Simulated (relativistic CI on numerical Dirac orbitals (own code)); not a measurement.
How well does a small relativistic CI reproduce Fe?

Computed by Dirac-Coulomb-Breit CI, orbitals from a KLI potential per configuration, QED by a radiative potential, valence Slater integrals scaled by 0.85, configuration energies shifted to the measured levels that pair with them (semi-empirical) (own radial code, finite nucleus).

Configurations in the expansion (outside the closed core [Ar]): 3d6 4s2, 3d7 4s, 3d6 4s 4p, 3d8, 3d7 4p, 3d5 4s2 4p, 3d6 4p2, 3d6 4s 4d, 3d7 4d, 3d7 5s, 3d6 4s 5s, 3d7 5p, 3d6 4s 6s, 3d6 4s 5p, 3d6 4s 6p, 3d6 4s 4f, 3d6 4s 5d, 3d6 4s 5g, 3d6 4s 5f, 3d6 4s 6d, 3d6 4d2, 3d6 4s 6f. Levels of other configurations are missing.

| Configuration | Term (tabulated) | J | Measured (cm⁻¹) | Computed | Error | Purity (%) |
| --- | --- | --- | --- | --- | --- | --- |
| 3d6 4s2 | a 5D | 4 | 0.0 | 0 | 0 | 95 |
| 3d6 4s2 | a 5D | 3 | 415.9 | 410 | -6 | 95 |
| 3d6 4s2 | a 5D | 2 | 704.0 | 696 | -8 | 95 |
| 3d6 4s2 | a 5D | 1 | 888.1 | 879 | -9 | 95 |
| 3d6 4s2 | a 5D | 0 | 978.1 | 968 | -10 | 95 |
| 3d7 4s | a 5F | 5 | 6928.3 | 5953 | -975 | 98 |
| 3d7 4s | a 5F | 4 | 7376.8 | 6382 | -994 | 98 |
| 3d7 4s | a 5F | 3 | 7728.1 | 6718 | -1010 | 98 |
| 3d7 4s | a 5F | 2 | 7985.8 | 6966 | -1020 | 98 |
| 3d7 4s | a 5F | 1 | 8154.7 | 7128 | -1027 | 98 |
| 3d7 4s | a 3F | 4 | 11976.2 | 12141 | 165 | 95 |
| 3d7 4s | a 3F | 3 | 12560.9 | 12699 | 138 | 95 |
| 3d7 4s | a 3F | 2 | 12968.6 | 13091 | 122 | 95 |
| 3d7 4s | a 5P | 3 | 17550.2 | 19040 | 1490 | 98 |
| 3d7 4s | a 5P | 2 | 17727.0 | 19241 | 1514 | 92 |
| 3d7 4s | a 5P | 1 | 17927.4 | 19369 | 1442 | 93 |
| 3d6 4s2 | a 3P | 2 | 18378.2 | 18643 | 265 | 79 |
| 3d6 4s 4p | z 7D° | 5 | 19350.9 | 18552 | -799 | 98 |
| 3d6 4s2 | a 3H | 6 | 19390.2 | 17875 | -1515 | 94 |
| 3d6 4s2 | a 3P | 1 | 19552.5 | 19832 | 279 | 78 |
| 3d6 4s 4p | z 7D° | 4 | 19562.4 | 18762 | -800 | 97 |
| 3d6 4s2 | a 3H | 5 | 19621.0 | 18107 | -1514 | 93 |
| 3d6 4s 4p | z 7D° | 3 | 19757.0 | 18958 | -799 | 97 |
| 3d6 4s2 | a 3H | 4 | 19788.2 | 18279 | -1509 | 93 |
| 3d6 4s 4p | z 7D° | 2 | 19912.5 | 19115 | -798 | 98 |
| 3d6 4s 4p | z 7D° | 1 | 20019.6 | 19224 | -796 | 98 |
| 3d6 4s2 | a 3P | 0 | 20037.8 | 20286 | 248 | 81 |
| 3d6 4s2 | b 3F | 2 | 21039.0 | 20923 | -116 | 91 |
| 3d7 4s | a 3G | 5 | 21715.7 | 20336 | -1380 | 84 |
| 3d7 4s | a 3G | 4 | 21999.1 | 20722 | -1277 | 58 |
| 3d7 4s | a 3G | 3 | 22249.4 | 20949 | -1301 | 55 |
| 3d6 4s 4p | z 7F° | 6 | 22650.4 | 21101 | -1549 | 99 |
| 3d7 4s | b 3P † | 2 | 22838.3 | 25900 | 3061 | 77 |
| 3d6 4s 4p | z 7F° | 5 | 22845.9 | 21311 | -1535 | 98 |
| 3d6 4s 4p | z 7F° | 4 | 22996.7 | 21470 | -1527 | 98 |
| 3d7 4s | b 3P † | 0 | 23051.7 | 26961 | 3910 | 83 |
| 3d6 4s 4p | z 7F° | 3 | 23110.9 | 21589 | -1522 | 98 |
| 3d6 4s 4p | z 7F° | 2 | 23192.5 | 21673 | -1520 | 99 |
| 3d6 4s 4p | z 7F° | 1 | 23244.8 | 21726 | -1518 | 99 |
| 3d6 4s 4p | z 7F° | 0 | 23270.4 | 21752 | -1518 | 99 |
| 3d6 4s 4p | z 7P° | 4 | 23711.5 | 22058 | -1653 | 96 |
| 3d6 4s2 | b 3G | 5 | 23783.6 | 23113 | -671 | 82 |
| 3d6 4s2 | b 3G | 4 | 24118.8 | 23437 | -681 | 73 |
| 3d6 4s 4p | z 7P° | 3 | 24180.9 | 22519 | -1662 | 97 |
| 3d7 4s | c 3P † | 2 | 24335.8 | 24923 | 588 | 86 |
| 3d6 4s2 | b 3G | 3 | 24338.8 | 23666 | -673 | 81 |
| 3d6 4s 4p | z 7P° | 2 | 24506.9 | 22841 | -1666 | 97 |
| 3d7 4s | a 1G | 4 | 24574.7 | 23774 | -801 | 82 |
| 3d7 4s | c 3P † | 1 | 24772.0 | 24838 | 66 | 90 |
| 3d7 4s | c 3P † | 0 | 25091.6 | 24855 | -236 | 96 |
| 3d7 4s | b 3H | 6 | 26105.9 | 25052 | -1054 | 98 |
| 3d7 4s | a 3D | 3 | 26225.0 | 26154 | -71 | 89 |
| 3d7 4s | b 3H | 5 | 26351.0 | 25286 | -1065 | 96 |
| 3d7 4s | a 3D | 2 | 26623.7 | 26590 | -34 | 69 |
| 3d7 4s | b 3H | 4 | 26627.6 | 25544 | -1083 | 93 |
| 3d7 4s | a 1P | 1 | 27543.0 | 28669 | 1126 | 84 |
| 3d7 4s | a 1D | 2 | 28604.6 | 28661 | 56 | 77 |
| 3d7 4s | a 1H | 5 | 28820.0 | 28323 | -497 | 97 |
| 3d6 4s2 | a 1I | 6 | 29313.0 | 27062 | -2251 | 95 |
| 3d6 4s2 | b 3D | 1 | 29320.0 | 30001 | 681 | 78 |
| 3d6 4s2 | b 3D | 2 | 29356.7 | 30001 | 644 | 79 |
| 3d6 4s2 | b 3D | 3 | 29371.8 | 29992 | 620 | 86 |
| 3d6 4s2 | b 1G | 4 | 29798.9 | 28503 | -1296 | 92 |
| 3d6 4s 4p | z 3F° | 4 | 31307.2 | 32315 | 1008 | 93 |
| 3d6 4s 4p | z 3D° | 3 | 31322.6 | 32299 | 976 | 86 |
| 3d6 4s 4p | z 3D° | 2 | 31686.3 | 32656 | 970 | 87 |
| 3d6 4s 4p | z 3F° | 3 | 31805.1 | 32791 | 986 | 90 |
| 3d6 4s 4p | z 3D° | 1 | 31937.3 | 32908 | 970 | 90 |
| 3d6 4s 4p | z 3F° | 2 | 32134.0 | 33107 | 974 | 91 |
| 3d8 | c 3F | 4 | 32873.6 | 31779 | -1094 | 90 |

Measured levels from NIST Handbook of Basic Atomic Spectroscopic Data (Sansonetti and Martin, J. Phys. Chem. Ref. Data 34, 1559 (2005)); pairs were made by configuration, J and term (by order where the table uses no LS term), so strongly mixed levels may be paired wrongly.

Mean error by configuration (cm⁻¹): 3d6 4s2 -396; 3d7 4s -328; 3d6 4s 4p -656; 3d8 -1094. Over the excited levels the mean absolute error is 926 cm⁻¹ (115 of the 147 excited levels that our extract of the source holds in range could be paired, and the others can miss by more), and the median relative error of those above 1,000 cm⁻¹ is 4.1 %, both after the shifts were fitted to these levels, so that a configuration with one level shows no error. † marks terms whose computed intervals miss the measured ones by more than a factor of 2.5, or configurations far off the rest, from wrong mixing, a near crossing or a doubtful label or measurement; they are left out of the means.

Transition probabilities of persistent lines. The last column rescales the computed rate by the cube of measured over computed energy:

| λ measured (Å) | Lower | Upper | A tabulated (s⁻¹) | A computed | A rescaled |
| --- | --- | --- | --- | --- | --- |
| 2788.10 air | 3d7 4s a 5F_5 | 3d6 4s 4p y 5G°_6 | 5.90e+07 | 1.09e+08 | 1.13e+08 |
| 3581.19 air | 3d7 4s a 5F_5 | 3d7 4p z 5G°_6 | 1.02e+08 | 1.27e+08 | 1.22e+08 |
| 3734.86 air | 3d7 4s a 5F_5 | 3d7 4p y 5F°_5 | 9.02e+07 | 1.29e+08 | 1.22e+08 |
| 3749.49 air | 3d7 4s a 5F_4 | 3d7 4p y 5F°_4 | 7.64e+07 | 1.16e+08 | 1.09e+08 |
| 3758.23 air | 3d7 4s a 5F_3 | 3d7 4p y 5F°_3 | 6.34e+07 | 1.04e+08 | 9.79e+07 |
| 3820.43 air | 3d7 4s a 5F_5 | 3d7 4p y 5D°_4 | 6.68e+07 | 1.26e+08 | 1.12e+08 |
| 4045.81 air | 3d7 4s a 3F_4 | 3d7 4p y 3F°_4 | 8.63e+07 | 1.00e+08 | 1.01e+08 |

Configurations whose levels could be paired with our table of measured levels were shifted onto them, all but the ground configuration, by the median error of their levels; single terms can still be off by 1,000 to 2,000 cm⁻¹ or more, and rates follow the energies as ν³ (E1, M1) or ν⁵ (E2). The others borrow a shift and can be off by several thousand cm⁻¹ or more. The fine structure of a lone outer electron comes out too small, for d and f at times inverted, and misplaced configurations move strength between like terms. 115 of the 147 excited levels that our extract of the measured tables holds in this range could be paired (the sources list more); they are missed by 794 cm⁻¹ on average and 3910 at most, after the shifts were fitted to these levels, and levels without a partner can miss by more.

Shifts applied (cm⁻¹): 3d6 4s2 0; 3d7 4s -8237; 3d6 4s 4p 3392; 3d8 -22219; 3d7 4p -4394; 3d5 4s2 4p 4476.
